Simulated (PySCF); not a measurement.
CH7ClOSi3, SMILES O[Si@H]1[SiH2]C[Si@@H]1Cl.

The structure is a stationary point at B3LYP-D3(BJ)/def2-SVP. The structure was generated by enumeration; whether it is a known compound was not checked. Other conformers were not sampled.

The numbers are results of TDDFT-PBE/def2-SVPD (PySCF), not measurements.

Vertical excitations. Isolated molecule, no solvent.

```
state  energy (eV)  λ (nm)      f                                              main pairs
-----  -----------  ------  -----  ------------------------------------------------------
S1            4.23     293  0.003                                          HOMO→LUMO 99 %
S2            4.90     253  0.006                                        HOMO−1→LUMO 98 %
S3            5.20     238  0.001                                        HOMO−2→LUMO 99 %
S4            5.26     236  0.076                                        HOMO→LUMO+1 94 %
S5            5.73     216  0.006                      HOMO→LUMO+3 80 %, HOMO→LUMO+2 15 %
S6            5.83     213  0.076                      HOMO→LUMO+2 72 %, HOMO→LUMO+3 13 %
S7            5.88     211  0.002                    HOMO−1→LUMO+1 79 %, HOMO→LUMO+4 13 %
S8            5.94     209  0.011                      HOMO−3→LUMO 78 %, HOMO→LUMO+4 15 %
S9            6.01     206  0.027  HOMO→LUMO+4 60 %, HOMO−1→LUMO+1 16 %, HOMO−3→LUMO 11 %
S10           6.09     204  0.003                                        HOMO−4→LUMO 95 %
T1            3.72     333      0                                          HOMO→LUMO 99 %
T2            4.51     275      0                                        HOMO−1→LUMO 98 %
T3            4.72     263      0                                        HOMO→LUMO+1 98 %
T4            5.06     245      0                                        HOMO−2→LUMO 99 %
```
Triplets are in the Tamm–Dancoff approximation, which puts them higher than full response would, so one can lie above its singlet here.
